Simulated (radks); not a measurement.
Spherical quantum dot in the effective-mass picture: electrons in a hard-walled sphere of radius 3.16, with a point charge +1 (a donor) at the centre, all in effective atomic units (hartree* = m*/eps^2 hartree, bohr* = eps/m* bohr), one dielectric constant everywhere. Calculated with a radial shooting solver with Libxc functionals: non-relativistic Kohn-Sham, LDA (Slater exchange, Perdew-Wang correlation), spin-polarised, spherical densities. Levels are named by radial order and angular momentum (1s, 1p, 1d, 2s, ...), and open shells are averaged over m. Results are scaled to m* = 0.174 and eps = 10.7, for which hartree* = 41.36 meV and bohr* = 3.254 nm. Each electron was tried in the lowest free levels, single moves between levels near the top were tried too, and the lowest total energy was kept; such a search can miss a lower state. At N = 1 the Hartree and exchange-correlation terms need not cancel, so that row can carry a self-interaction error.

| N | open shells | 2S | E (meV) | mu = E(N) - E(N-1) (meV) | addition energy mu(N+1) - mu(N) (meV) | e(HOMO) (meV) | rms radius (nm) |
|---|---|---|---|---|---|---|---|
| 1 | 1s(up 1, down 0) | 1 | -16.9359 | -16.936 | 27.19 | -5.9778 | 4.357 |
| 2 | none | 0 | -6.68383 | 10.252 | 46.14 | 20.190 | 4.783 |
| 3 | 1p(up 1, down 0) | 1 | 49.7106 | 56.394 | 16.64 | 64.580 | 5.442 |
| 4 | 1p(up 2, down 0) | 2 | 122.743 | 73.032 | 17.10 | 81.547 | 5.781 |
| 5 | 1p(up 3, down 0) | 3 | 212.874 | 90.131 | 21.78 | 98.729 | 6.001 |
| 6 | 1p(up 3, down 1) | 2 | 324.789 | 111.92 | 16.25 | 119.96 | 6.170 |
| 7 | 1p(up 3, down 2) | 1 | 452.958 | 128.17 | 16.59 | 136.43 | 6.300 |
| 8 | none | 0 | 597.717 | 144.76 | 40.15 | 153.10 | 6.408 |
| 9 | 1d(up 1, down 0) | 1 | 782.626 | 184.91 | 15.94 | 192.86 | 6.535 |
| 10 | 1d(up 2, down 0) | 2 | 983.474 | 200.85 | 16.02 | 208.85 | 6.640 |
| 11 | 1d(up 3, down 0) | 3 | 1200.35 | 216.87 | 16.07 | 224.90 | 6.729 |
| 12 | 1d(up 4, down 0) | 4 | 1433.29 | 232.94 | 16.09 | 240.98 | 6.805 |
| 13 | 1d(up 5, down 0) | 5 | 1682.32 | 249.03 | 20.43 | 257.08 | 6.872 |
| 14 | 1d(up 5, down 1) | 4 | 1951.78 | 269.46 | 15.69 | 277.29 | 6.932 |
| 15 | 1d(up 5, down 2) | 3 | 2236.92 | 285.14 | 15.77 | 293.02 | 6.987 |
| 16 | 1d(up 5, down 3) | 2 | 2537.83 | 300.91 | 15.81 | 308.81 | 7.036 |
| 17 | 1d(up 5, down 4) | 1 | 2854.56 | 316.73 | 15.84 | 324.64 | 7.080 |
| 18 | none | 0 | 3187.13 | 332.57 | 30.47 | 340.50 | 7.122 |
| 19 | 2s(up 1, down 0) | 1 | 3550.17 | 363.04 | 26.57 | 373.86 | 7.099 |
| 20 | none | 0 | 3939.77 | 389.60 | 19.11 | 400.51 | 7.069 |
| 21 | 1f(up 1, down 0) | 1 | 4348.48 | 408.71 | 15.46 | 417.25 | 7.114 |
| 22 | 2s(up 1, down 0) 1f(up 3, down 0) | 4 | 4772.65 | 424.17 | - | 430.79 | 7.226 |

All shells are closed at N = 2, 8, 18, 20 (there: 1s2 1p6 1d10 2s2); the second difference of the energy has clear peaks (12 % above both neighbours; the first and last values, which can be the largest, are not judged, and half-filled shells can peak too) at N = 2, 5, 8, 13, 18.
